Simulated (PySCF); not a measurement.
**Spinor energies of Fe⁺ (iron, charge +1)**

Start: [Ar] 3d6 4s1; 3d3/2 filled at m_j = -3/2, -1/2, +1/2, +3/2; 3d5/2 filled at m_j = +3/2, +5/2; 4s1/2 filled at m_j = +1/2. Calculated with PySCF 2.14 in x2c-QZVPPall-2c: generalised Hartree-Fock with the X2C-1e Hamiltonian and a Gaussian nucleus; one run each with spin-orbit coupling (SO) switched off, then screened by Boettger's factors.

| spinor shell | electrons | ε, spin-free (eV) | ε, screened SO (eV) | weight of nominal j (screened SO) | rms radius, screened SO (bohr) |
| --- | --- | --- | --- | --- | --- |
| 1s1/2 | 2 | -7183.6 | -7183.5 | 1.000 | 0.0675 |
| 2s1/2 | 2 | -890.88 | -890.85 | 1.000 | 0.288 |
| 2p1/2 | 2 | -756.62 | -765.60 | 0.987 | 0.259 |
| 2p3/2 | 4 | -756.62 | -752.20 | 0.994 | 0.261 |
| 3s1/2 | 2 | -123.83 | -123.82 | 1.000 | 0.871 |
| 3p1/2 | 2 | -83.273 | -84.813 | 0.659 | 0.933 |
| 3d3/2 | 4 | -25.641 | -25.292 | 0.659 | 1.22 |
| 3d5/2 | 2 | -25.641 | -26.340 | 0.895 | 1.21 |
| 4s1/2 | 1 | -15.417 | -15.416 | 1.000 | 2.98 |

Question: Where does 3p3/2 lie, and what is the 3p spin-orbit splitting (screened SO)?

Answer: At -82.502 eV, 2.311 eV above 3p1/2.

| quantity | spin-free | screened SO |
| --- | --- | --- |
| E (hartree) | -1271.12381 | -1271.14628 |
| M_J | 9/2 | 9/2 |
| ⟨J²⟩ | 24.759 | 24.759 |
| ⟨L²⟩ | 6.006 | 6.012 |
| ⟨S²⟩ | 8.753 | 8.749 |

Each row is a mean over spinors that exchange with the open shell spreads, by up to 15.338 eV (3p3/2).

Rows whose weight is well below 1 are mixtures of j = l ± 1/2: exchange outweighs spin-orbit coupling there, and the label is only the starting occupation.

Without spin-orbit coupling the j labels of p, d and f shells carry no meaning; the spin-free column gives the mean over the occupied spinors of each nl shell.
